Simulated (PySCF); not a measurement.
**Electronic structure of Ti+ (titanium, charge +1) at the UHF level**

Configuration: [Ar] 3d2 4s1, high-spin 4F determinant. Computed with PySCF 2.14 in Sapporo-DKH3-DZP-2012 (6s5p3d1f, 43 functions), with scalar relativity by spin-free X2C-1e.

* Total energy: -852.521972 hartree
* One-electron energy: -1162.7787 hartree
* Hartree (Coulomb) energy: 351.5455 hartree
* Exchange energy: -41.2888 hartree
* ⟨S²⟩: 3.7521
* ⟨L²⟩: 12.030
* Sum of ⟨r⟩: 17.28 bohr
* Sum of ⟨r²⟩: 29.27 bohr²
* Langevin diamagnetic susceptibility: -23.2 ×10⁻⁶ cm³/mol
* Time after the integrals: 0.27 s of wall time on 1 thread of AMD EPYC 7R43 64-Core Processor (shared host)

```json
{"shell": "1s α", "electrons": "1", "mean orbital energy (eV)": "-5025.0", "rms radius, mean of both spins (bohr)": "0.0804"}
{"shell": "1s β", "electrons": "1", "mean orbital energy (eV)": "-5024.9", "rms radius, mean of both spins (bohr)": "0.0804"}
{"shell": "2s α", "electrons": "1", "mean orbital energy (eV)": "-596.78", "rms radius, mean of both spins (bohr)": "0.351"}
{"shell": "2s β", "electrons": "1", "mean orbital energy (eV)": "-595.76", "rms radius, mean of both spins (bohr)": "0.351"}
{"shell": "2p α", "electrons": "3", "mean orbital energy (eV)": "-492.57", "rms radius, mean of both spins (bohr)": "0.320"}
{"shell": "2p β", "electrons": "3", "mean orbital energy (eV)": "-491.63", "rms radius, mean of both spins (bohr)": "0.320"}
{"shell": "3s α", "electrons": "1", "mean orbital energy (eV)": "-88.115", "rms radius, mean of both spins (bohr)": "1.08"}
{"shell": "3s β", "electrons": "1", "mean orbital energy (eV)": "-84.316", "rms radius, mean of both spins (bohr)": "1.08"}
{"shell": "3p α", "electrons": "3", "mean orbital energy (eV)": "-58.361", "rms radius, mean of both spins (bohr)": "1.18"}
{"shell": "3p β", "electrons": "3", "mean orbital energy (eV)": "-53.940", "rms radius, mean of both spins (bohr)": "1.18"}
{"shell": "3d α", "electrons": "2", "mean orbital energy (eV)": "-19.217", "rms radius, mean of both spins (bohr)": "1.64"}
{"shell": "4s α", "electrons": "1", "mean orbital energy (eV)": "-13.021", "rms radius, mean of both spins (bohr)": "3.51"}
```

Densities and radii are taken from the X2C orbitals without a picture-change correction, which distorts them close to the nucleus.
